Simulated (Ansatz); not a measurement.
Ansatz (a first-principles code) input (B3LYP/6-31G*):

Ansatz 0.2 input:
```yaml
crystal:
  periodic: [false, false, false]
  atoms:
    - {symbol: C, position_ang: [-0.00000000, -0.00000000, -0.00000000]}
    - {symbol: H, position_ang: [0.53748338, 0.93915753, 0.03766901]}
    - {symbol: H, position_ang: [-1.08267409, -0.00407016, -0.01115653]}
    - {symbol: H, position_ang: [0.54519070, -0.93508737, -0.02651248]}
basis:
  gaussian:
    orbitals: 6-31G*
hamiltonian:
  xc: {name: B3LYP}
magnetization: {spin_polarized: true, initial_magnetization: 1}
phonons: {temperatures: {t_min: 298.15, t_max: 298.15, t_step: 100}}
```

Output:

```
Functional definition: B3LYP
integrals: 0.00 GiB planned
262 factors; integrals over basis functions are off by at most 4.8e-4 eV
mean field: 0.06 GiB planned
mean field evaluation 1: about -1082.1564 eV, gradient 2.0e1 eV
mean field evaluation 2: about -1082.2644 eV, gradient 1.9e1 eV
mean field evaluation 4: about -1084.0580 eV, gradient 8.5e-2 eV
mean field evaluation 8: about -1084.0551 eV, gradient 1.2e-3 eV
mean field -1084.05505078 eV, -39.8382883172 hartree, gradient 2.5e-5 eV, S^2 0.753764; 0 other end points of the search recorded, 0 dependent functions left out
the calculation of the forces begins
reference -1084.05516903 eV, -39.8382926628 hartree; 5, 4 occupied and 16, 17 virtual orbitals, 262 factors
these checks for a lower state are left out or cut short: stability, starts, cluster_reference, orbital_swaps, neighbouring_geometries, increment
integrals: 0.00 GiB planned
262 factors; integrals over basis functions are off by at most 4.8e-4 eV
mean field: 0.06 GiB planned
mean field evaluation 16: about -1084.0549 eV, gradient 3.9e-5 eV
mean field -1084.05492224 eV, -39.8382835935 hartree, gradient 8.4e-7 eV, S^2 0.753764; 0 other end points of the search recorded, 0 dependent functions left out
the calculation of the forces begins
reference -1084.05504051 eV, -39.8382879398 hartree; 5, 4 occupied and 16, 17 virtual orbitals, 262 factors
these checks for a lower state are left out or cut short: stability, starts, cluster_reference, orbital_swaps, neighbouring_geometries, increment
integrals: 0.00 GiB planned
262 factors; integrals over basis functions are off by at most 4.9e-4 eV
mean field: 0.06 GiB planned
mean field -1084.05492182 eV, -39.8382835780 hartree, gradient 7.2e-7 eV, S^2 0.753764; 0 other end points of the search recorded, 0 dependent functions left out
the calculation of the forces begins
reference -1084.05504006 eV, -39.8382879232 hartree; 5, 4 occupied and 16, 17 virtual orbitals, 262 factors
these checks for a lower state are left out or cut short: stability, starts, cluster_reference, orbital_swaps, neighbouring_geometries, increment
integrals: 0.00 GiB planned
262 factors; integrals over basis functions are off by at most 4.9e-4 eV
mean field: 0.06 GiB planned
mean field -1084.05500814 eV, -39.8382867501 hartree, gradient 1.9e-6 eV, S^2 0.753770; 0 other end points of the search recorded, 0 dependent functions left out
the calculation of the forces begins
reference -1084.05512640 eV, -39.8382910962 hartree; 5, 4 occupied and 16, 17 virtual orbitals, 262 factors
these checks for a lower state are left out or cut short: stability, starts, cluster_reference, orbital_swaps, neighbouring_geometries, increment
integrals: 0.00 GiB planned
262 factors; integrals over basis functions are off by at most 4.8e-4 eV
mean field: 0.06 GiB planned
mean field evaluation 32: about -1084.0550 eV, gradient 4.4e-2 eV
mean field -1084.05500746 eV, -39.8382867254 hartree, gradient 2.0e-6 eV, S^2 0.753759; 0 other end points of the search recorded, 0 dependent functions left out
the calculation of the forces begins
reference -1084.05512571 eV, -39.8382910707 hartree; 5, 4 occupied and 16, 17 virtual orbitals, 262 factors
these checks for a lower state are left out or cut short: stability, starts, cluster_reference, orbital_swaps, neighbouring_geometries, increment
integrals: 0.00 GiB planned
262 factors; integrals over basis functions are off by at most 4.8e-4 eV
mean field: 0.06 GiB planned
mean field -1084.05503654 eV, -39.8382877941 hartree, gradient 7.0e-6 eV, S^2 0.753764; 0 other end points of the search recorded, 0 dependent functions left out
the calculation of the forces begins
reference -1084.05515479 eV, -39.8382921394 hartree; 5, 4 occupied and 16, 17 virtual orbitals, 262 factors
these checks for a lower state are left out or cut short: stability, starts, cluster_reference, orbital_swaps, neighbouring_geometries, increment
integrals: 0.00 GiB planned
262 factors; integrals over basis functions are off by at most 4.8e-4 eV
mean field: 0.06 GiB planned
mean field -1084.05503652 eV, -39.8382877932 hartree, gradient 6.9e-6 eV, S^2 0.753764; 0 other end points of the search recorded, 0 dependent functions left out
the calculation of the forces begins
reference -1084.05515478 eV, -39.8382921392 hartree; 5, 4 occupied and 16, 17 virtual orbitals, 262 factors
these checks for a lower state are left out or cut short: stability, starts, cluster_reference, orbital_swaps, neighbouring_geometries, increment
integrals: 0.00 GiB planned
262 factors; integrals over basis functions are off by at most 4.8e-4 eV
mean field: 0.06 GiB planned
mean field -1084.05499295 eV, -39.8382861920 hartree, gradient 2.2e-6 eV, S^2 0.753757; 0 other end points of the search recorded, 0 dependent functions left out
the calculation of the forces begins
reference -1084.05511118 eV, -39.8382905370 hartree; 5, 4 occupied and 16, 17 virtual orbitals, 262 factors
these checks for a lower state are left out or cut short: stability, starts, cluster_reference, orbital_swaps, neighbouring_geometries, increment
integrals: 0.00 GiB planned
262 factors; integrals over basis functions are off by at most 4.8e-4 eV
mean field: 0.06 GiB planned
mean field -1084.05499392 eV, -39.8382862276 hartree, gradient 2.2e-6 eV, S^2 0.753772; 0 other end points of the search recorded, 0 dependent functions left out
the calculation of the forces begins
reference -1084.05511219 eV, -39.8382905740 hartree; 5, 4 occupied and 16, 17 virtual orbitals, 262 factors
Total energy: -1084.05516903 eV, -39.8382926628 hartree
Atom 0 at    -0.000000    -0.000000    -0.000000 Å, force    -0.000005    -0.000009    -0.000000 eV/Å
Atom 1 at     0.537483     0.939158     0.037669 Å, force     0.000107     0.000187     0.000007 eV/Å
Atom 2 at    -1.082674    -0.004070    -0.011157 Å, force    -0.000216     0.000006    -0.000002 eV/Å
Atom 3 at     0.545191    -0.935087    -0.026512 Å, force     0.000114    -0.000183    -0.000005 eV/Å
Dipole moment:     0.000000     0.000000     0.000000 e Å
Vibrations: 452.47 1430.84 1430.87 3143.07 3317.50 3317.51 cm⁻¹, zero-point energy 0.811617 eV
```

The blocks after the first are displaced geometries, from whose forces the wavenumbers follow.
